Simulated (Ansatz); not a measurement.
Cl$_{2}$HO$_{2}$Ta (`[O]=[Ta]([OH])([Cl])[Cl]`), 6 atoms. The species carries charge 0 and has multiplicity 1. Correlated methods include outer-core shells of Ta, which these sets cover unevenly. Ta: def2 effective core potential. All runs use 4 threads of an Arm Neoverse V2 on a shared host. Correlated methods freeze the cores.

How many basis functions does each run have, and how long does it take in Ansatz? RKS PBE0-D4/def2-SVP energy; RKS HSE06 (plane-wave form)-D4/def2-TZVPP energy; RKS PBE-D4/def2-TZVPP energy and forces; direct RPA on PBE orbitals/def2-TZVPP energy; RKS PBE0-D4/def2-TZVP relaxation (7 steps); RKS PBE0-D4/def2-TZVP frequencies; RHF-MP2/def2-QZVPP energy; RKS CAM-B3LYP-D4/def2-TZVPP energy; RKS ωB97M-V/def2-QZVPP energy; RKS ωB97M-V/def2-SVP energy; RHF-CCSD(T)/def2-SVP energy; RHF-CCSD(T)/def2-TZVPP energy. (Estimate.)

Ansatz gave: Other jobs shared the machine, so times are rough.

```
                                    level                   job  functions  wall time  peak host memory (GiB)
                     RKS PBE0-D4/def2-SVP                energy        101      1.4 s                    0.43
                    RKS PBE-D4/def2-TZVPP     energy and forces        216      2.3 s                    0.29
RKS HSE06 (plane-wave form)-D4/def2-TZVPP                energy        216      2.9 s                     0.6
              RKS CAM-B3LYP-D4/def2-TZVPP                energy        216        3 s                    0.62
    direct RPA on PBE orbitals/def2-TZVPP                energy        216      4.8 s                    0.49
                     RKS ωB97M-V/def2-SVP                energy        101        6 s                    0.43
                     RHF-CCSD(T)/def2-SVP                energy        101        6 s                    0.46
                       RHF-MP2/def2-QZVPP                energy        365       10 s                     1.5
                   RKS ωB97M-V/def2-QZVPP                energy        365       17 s                     1.5
                    RKS PBE0-D4/def2-TZVP  relaxation (7 steps)        182       22 s                    0.49
                    RKS PBE0-D4/def2-TZVP           frequencies        182       83 s                    0.49
                   RHF-CCSD(T)/def2-TZVPP                energy        216    2.3 min                     3.6
```
